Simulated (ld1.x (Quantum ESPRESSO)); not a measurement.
# Pt (Z = 78): one change to an RRKJ potential, before and after

ld1.x (Quantum ESPRESSO) 7.5 input, shortened:

```
&input
   title='Pt', zed=78., rel=1, dft='PBESOL', iswitch=3,
   config='[Xe] 4f14 5d8 6s0 6p0'
 /
 &inputp
   pseudotype=2, tm=.false., rho0=0.02, lloc=0,
   nlcc=.false.
 /
3
5P  2  1   6.00   0.00  1.70  1.70  0.0
5D  3  2   8.00   0.00  2.30  2.30  0.0
5S  1  0   2.00   0.00  1.05  1.05  0.0
 &test
   configts(1)='5s2 5p6 5d8 6s0 6p0'
 /
```

Change: functional BP86.

Cutoffs: the cutoffs (Ry, on a coarse ladder) from which the occupation-weighted sum of valence levels, in a spherical-Bessel basis at the reference potential, stays within 10 and 1 mRy of its value at 400 Ry; they do not see the model core or the augmentation charge, which bear on the density cutoff. Errors are all-electron minus pseudo energies relative to the spin-unpolarised reference configuration.

**Question.** How do hardness, ghosts and transferability respond?

**Answer.** The potential gets neither clearly harder nor softer (140 Ry and 230 Ry → 140 Ry and 230 Ry); of the 7 tests that both files solve, the error grows in 3 and shrinks in 0 by more than 15 % and 0.3 meV (median size 47.6 → 48.0 meV); neither file shows a bound ghost.

```tsv
quantity	base	changed
cutoff, loose	140 Ry	140 Ry
cutoff, tight	230 Ry	230 Ry
bound ghosts	none	none
error for 5s2 5p6 5d9 6s1 6p0, meV [ΔE -29.22 → -29.46 eV]	+133	+133
error for 5s2 5p6 5d9 6s0 6p0, meV [ΔE -20.00 → -20.09 eV]	+4.6	+5.3
error for 5s2 5p6 5d7 6s0 6p0, meV [ΔE 32.25 → 32.33 eV]	+7.1	+8.6
error for 5s2 5p6 5d9 6s0.5 6p0, meV [ΔE -25.51 → -25.68 eV]	+76	+76
error for 5s2 5p6 5d9 6s0 6p1, meV [ΔE -24.09 → -24.34 eV]	+48	+48
error for 5s2 5p6 5d10 6s0 6p0, meV [ΔE -29.23 → -29.44 eV]	+0.1	+2.1
error for 5s2 5p6 5d8 6s2 6p0, meV [ΔE -28.23 → -28.50 eV]	+321	+322
s: phases at 2.49 bohr within 0.05 rad from the reference energy up to (Ry; the scan ends near 5)	n/a	-2.0
p: phases at 2.49 bohr within 0.05 rad from the reference energy up to (Ry; the scan ends near 5)	-1.1	-1.1
d: phases at 2.49 bohr within 0.05 rad from the reference energy up to (Ry; the scan ends near 5)	0.8	0.8
```
